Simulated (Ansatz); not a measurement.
Consider the formal exchange of groups at a C–B bond: `CC(C)B(O)O` + `CCCCC` → `CCC(CC)C(C)C` + `OBO`.

Isolated molecules relaxed with PBE0-D4/def2-TZVP in Ansatz; ΔE leaves out vibrations. CCSD(T)/CBS is the MP2 limit (def2-TZVPP, def2-QZVPP) plus CCSD(T) − MP2 in def2-TZVPP, frozen cores. This one scheme is used for every species. DFT in def2-TZVPP. One conformer a species, not always the lowest.

(1) Is it downhill or uphill in electronic energy at CCSD(T)/CBS, and by how much? (Estimate.)

(2) What do these levels give: ωB97X-V, MP2/def2-TZVPP, CCSD/def2-TZVPP, MP2/def2-QZVPP, SCS-MP2/def2-QZVPP, HF/CBS(def2)? (Best estimate.)

Largest T1 diagnostic among the species: 0.013.

## Answers

(1) Ansatz gave: Uphill: ΔE = +0.33 eV.

(2) The calculation gave: ωB97X-V 0.37, MP2/def2-TZVPP 0.28, CCSD/def2-TZVPP 0.37, MP2/def2-QZVPP 0.28, SCS-MP2/def2-QZVPP 0.33, HF/CBS(def2) 0.57 eV.

The D4 term adds −0.15 eV with B3LYP and −0.09 eV with PBE0; it sums over pairs of atoms, weighted by their polarisabilities, and B3LYP, whose exchange is more repulsive, gets the larger term. In def2-TZVPP, CCSD(T) changes the Hartree–Fock value by −0.25 eV (the triples alone add −0.04 eV) and MP2 by −0.30 eV.

B3LYP here is the variant with VWN-RPA as its local correlation; programs differ in this.
